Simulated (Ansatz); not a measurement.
`C[BH][Al]([CH3])[F]` and `[CH3][Al]([F])[CH2][SiH3]` differ in one atom or group.

Ansatz, PBE0-D4/def2-TZVP geometries, multiplicity 1. Each molecule was computed in one conformer, which needn't be the lowest.

```
                             property  `C[BH][Al]([CH3])[F]`
   LUMO energy (PBE0/def2-TZVPP) / eV                  -1.82
HOMO–LUMO gap (B3LYP/def2-TZVPP) / eV                   4.85
  HOMO energy (B3LYP/def2-TZVPP) / eV                  -6.85
 HOMO–LUMO gap (PBE0/def2-TZVPP) / eV                   5.21
  LUMO energy (B3LYP/def2-TZVPP) / eV                  -2.00
LUMO energy (ωB97M-V/def2-TZVPP) / eV                   0.12
```

(1) What does the change do to each property? (Estimate.)

Results:

(1) Computed: 
```tsv
property	`[CH3][Al]([F])[CH2][SiH3]`	shift
LUMO energy (PBE0/def2-TZVPP) / eV	-0.55	1.27
HOMO–LUMO gap (B3LYP/def2-TZVPP) / eV	6.97	2.12
HOMO energy (B3LYP/def2-TZVPP) / eV	-7.76	-0.91
HOMO–LUMO gap (PBE0/def2-TZVPP) / eV	7.43	2.22
LUMO energy (B3LYP/def2-TZVPP) / eV	-0.78	1.22
LUMO energy (ωB97M-V/def2-TZVPP) / eV	1.01	0.89
```

With PBE0 the HOMO falls by 0.95 eV and the LUMO rises by 1.27 eV, so the gap widens by about 2.22 eV. PBE moves the HOMO by -0.88 eV and ωB97M-V by -1.00 eV.

B3LYP here is the variant with VWN-RPA as its local correlation; programs differ in this.
